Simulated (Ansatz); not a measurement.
A series at B: from `[SiH3]OB(O[SiH3])O[SiH3]`, ligands are replaced one by one, each step taking up H₂ and setting free `O[SiH3]`; n counts the steps. Ansatz, PBE0-D4/def2-TZVP geometries. Each molecule was computed in one conformer, which needn't be the lowest.

CBS adds triple-zeta CCSD(T) − MP2 to the MP2 limit, frozen cores; atoms without spin–orbit coupling. 

```json
{"n": "0", "molecule": "`[SiH3]OB(O[SiH3])O[SiH3]`", "atomization energy, CCSD(T)/CBS (kJ/mol)": "?"}
{"n": "1", "molecule": "`[SiH3]OBO[SiH3]`", "atomization energy, CCSD(T)/CBS (kJ/mol)": "4393.1"}
{"n": "2", "molecule": "`BO[SiH3]`", "atomization energy, CCSD(T)/CBS (kJ/mol)": "2783.4"}
{"n": "3", "molecule": "BH₃", "atomization energy, CCSD(T)/CBS (kJ/mol)": "1175.4"}
```

Q: By hand: fit a straight line y = ȳ + b (n − n̄) to the 3 given rows and predict n = 0.

A: n̄ = 2.000, ȳ = 2783.97; Σ(n − n̄)(y − ȳ) = -3217.70, Σ(n − n̄)² = 2.000, so b = -1608.85 kJ/mol a step. Prediction: 2783.97 + (-1608.85) × (-2.000) = 6001.7 kJ/mol.

Q: By hand: compare with the computed value, 5988.1 kJ/mol, and give the steps along the whole series.

A: The line misses by -13.6 kJ/mol (computed minus predicted). Steps: -1595.0, -1609.7, -1608.0 kJ/mol.

The steps differ by up to 14.7 kJ/mol, small against a whole step but well beyond the method's doubt, so the ligands' effects don't simply add. The miss is 0.3 % of the series' range. The energies themselves are unsure by some kJ/mol a bond, though much of that is common to the series.
